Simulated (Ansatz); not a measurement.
Input file for Ansatz (a program for electronic structure): R-SVWN5/def2-TZVPP on BGeH5 (SMILES [BH2][GeH3]), a point of a torsion scan.

Ansatz 0.2 input:
```yaml
crystal:
  periodic: [false, false, false]
  atoms:
    - {symbol: B, position_ang: [1.24124596, -0.08458723, 0.00360692]}
    - {symbol: Ge, position_ang: [-0.75008785, 0.03967796, -0.01979697]}
    - {symbol: H, position_ang: [1.89539681, 0.88201996, 0.00602035]}
    - {symbol: H, position_ang: [1.78980552, -1.11346781, 0.04487130]}
    - {symbol: H, position_ang: [-1.33489373, 1.10314451, -0.89540885]}
    - {symbol: H, position_ang: [-1.51556157, -1.18721304, -0.40322857]}
    - {symbol: H, position_ang: [-1.32503519, 0.38132120, 1.32070825]}
basis:
  gaussian:
    orbitals: def2-TZVPP
hamiltonian:
  xc: {name: SVWN5}
scf: {lower_state_search: off}
```

The head of its log:

```
WARN ansatz: RAYON_NUM_THREADS=1 ignored (pool sized by the plan → 1); use --threads N
Functional definition: SVWN5
these checks for a lower state are left out or cut short: stability, starts, cluster_reference, orbital_swaps, neighbouring_geometries, increment
integrals: 0.05 GiB planned
822 factors; their error is unknown
mean field: 0.43 GiB planned
mean field evaluation 1: about -57177.0850 eV, gradient 3.6e1 eV
mean field evaluation 2: about -57177.2579 eV, gradient 3.9e1 eV
```

**Question.** Predict the final total energy.

**Answer.** -2101.3161 hartree.
